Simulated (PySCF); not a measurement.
## Stretching CdB

Set-up: Cd def2-TZVPP with ECP28, B def2-TZVPP; scalar-relativistic core potentials (PySCF 2.14). Energies in eV from Cd + B in their ground configurations at the same level. State: ²Π (doublet), unpaired electrons π ↑.

| R (Å) | revPBE | LDA | r²SCAN | r²SCAN0 |
| --- | --- | --- | --- | --- |
| 2.095 | -0.2427 | -0.8166 | -0.3902 | -0.1985 |
| 2.192 | -0.3836 | -0.8957 | -0.5120 | -0.3332 |
| 2.290 | -0.4549 | -0.9126 | -0.5658 | -0.3985 |
| 2.363 | -0.4767 | -0.8980 | -0.5757 | -0.4170 |
| 2.436 | -0.4793 | -0.8674 | -0.5675 | -0.4179 |
| 2.509 | -0.4685 | -0.8262 | -0.5468 | -0.4069 |
| 2.607 | -0.4400 | -0.7614 | -0.5070 | -0.3806 |
| 2.728 | -0.3921 | -0.6732 | -0.4470 | -0.3378 |
| 2.874 | -0.3285 | -0.5678 | -0.3716 | -0.2823 |
| 3.069 | -0.2478 | -0.4402 | -0.2790 | -0.2129 |

Put a parabola through the three lowest points of the revPBE curve and estimate Re, k and ωe (reduced mass 10.04 u; 1 eV/Å² = 0.16022 mdyn/Å; ωe = 1302.8·√(k/μ) cm⁻¹).

Through R = 2.363, 2.436, 2.509 Å the second-order coefficient is 1.26 eV/Å², so Re ≈ 2.414 Å, k ≈ 0.403 mdyn/Å and ωe ≈ 261 cm⁻¹. A polynomial fit of higher order to the unrounded revPBE energies gives Re = 2.411 Å, k = 0.456 mdyn/Å, ωe = 278 cm⁻¹; anharmonicity and rounding make the difference.

The higher-order fit for each curve: revPBE: Re = 2.411 Å, ωe = 278 cm⁻¹, De = 0.480 eV; LDA: Re = 2.275 Å, ωe = 349 cm⁻¹, De = 0.91 eV; r²SCAN: Re = 2.362 Å, ωe = 302 cm⁻¹, De = 0.58 eV; r²SCAN0: Re = 2.403 Å, ωe = 268 cm⁻¹, De = 0.419 eV.

Spin–orbit coupling is left out. The state is the lowest determinant that a PBE0 search found; another state may lie lower at other levels.
